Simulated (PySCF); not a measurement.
## Radial density of Re⁵⁴⁺ (rhenium, charge +54)

UHF, [Ar] 3d3, high-spin 4F determinant. Computed with PySCF 2.14 in an uncontracted even-tempered set (17 s from 13 bohr⁻², ratio 2.5; 13 p from 17 bohr⁻², ratio 2.5; 7 d from 17 bohr⁻², ratio 2.5; 4 f from 63 bohr⁻², ratio 2.7; 3 g from 94 bohr⁻², ratio 2.7), with scalar relativity by spin-free X2C-1e.

| r (bohr) | 4πr²ρ (e/bohr) | 4πr²(ρα − ρβ) |
| --- | --- | --- |
| 0.0149 | 100.9 | 0.0086 |
| 0.0251 | 90.19 | 0.1375 |
| 0.0422 | 121.9 | 1.3022 |
| 0.0710 | 109.4 | 7.4025 |
| 0.119 | 65.84 | 18.8924 |
| 0.201 | 62.02 | 12.8570 |
| 0.338 | 5.332 | 0.9426 |
| 0.568 | 0.01801 | 0.0037 |

Densities and radii are taken from the X2C orbitals without a picture-change correction, which distorts them close to the nucleus.

Spin-orbit coupling is strong in this species (close to jj coupling), so the high-spin LS determinant is a model state, not a physical level.
